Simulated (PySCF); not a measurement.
Frontier levels across methods

Species: C3H7BO.
Geometry (PBE0-D3(BJ)/def2-SVP, Å), atoms numbered from 1 in this order:
```
atom  x, y, z in Å
C1     2.707   -0.021    0.061
C2     1.515   -0.633    0.110
B3     0.188    0.170    0.061
O4    -0.985   -0.492    0.112
C5    -2.230    0.151    0.063
H6     2.778    1.071   -0.013
H7     3.657   -0.566    0.092
H8     1.489   -1.728    0.183
H9     0.191    1.386   -0.024
H10   -2.796   -0.212   -0.809
H11   -2.805   -0.093    0.970
H12   -2.122    1.246   -0.009
```

Basis pcSseg-2 throughout (PySCF), one geometry. Isolated species at its PBE0-D3(BJ)/def2-SVP geometry (one conformer only).

Q: How do the orbital energies, the gap and the dipole change with the method?

A: 
```tsv
method	kind	HOMO (eV)	LUMO (eV)	gap (eV)	μ (D)	SCF cycles
BLYP	GGA	-6.57	-1.90	4.67	0.84	16
B97-D	GGA	-6.67	-1.91	4.75	0.80	15
OPBE	GGA	-6.73	-1.95	4.78	0.77	16
KT3	GGA	-6.74	-1.99	4.76	0.75	16
PBE	GGA	-6.74	-2.06	4.69	0.82	16
KT2	GGA	-6.75	-2.03	4.72	0.77	16
BP86	GGA	-6.83	-2.13	4.70	0.83	16
LDA	LDA	-6.93	-2.29	4.63	0.88	15
B97-2	global hybrid	-7.60	-1.10	6.50	0.79	13
B3LYP	global hybrid	-7.62	-1.29	6.33	0.83	14
PBE0	global hybrid	-7.87	-1.08	6.78	0.81	14
mPW1PW91	global hybrid	-7.88	-1.09	6.79	0.81	14
BHandHLYP	global hybrid	-8.80	-0.01	8.79	0.85	12
CAM-B3LYP	range-separated hybrid	-9.17	0.04	9.21	0.88	12
wB97X-D	range-separated hybrid	-9.70	0.74	10.44	0.85	13
HF	Hartree–Fock	-10.22	2.46	12.68	0.87	11
LC-wPBE	range-separated hybrid	-10.57	1.19	11.76	0.92	13
```

The HOMO spans 4.00 eV, from BLYP down to LC-wPBE, and the gap runs from 4.63 eV (LDA) to 12.68 eV (HF). Over the methods BLYP (0 %), B97-D (0 %), OPBE (0 %), KT3 (0 %), PBE (0 %), KT2 (0 %), BP86 (0 %), LDA (0 %), B97-2 (21 %), B3LYP (20 %), PBE0 (25 %), mPW1PW91 (25 %), BHandHLYP (50 %), HF (100 %), a straight line through the gap against the share of exact exchange rises by 0.80 eV for each 10 % (correlation coefficient 1.000). The dipole ranges from 0.75 D (KT3) to 0.92 D (LC-wPBE). This basis has no diffuse functions.

The vertical ΔSCF ionisation energy at PBE0/def2-SVPD is 9.96 eV; −ε(HOMO) comes closest to it with wB97X-D (9.70 eV) and HF (10.22 eV).
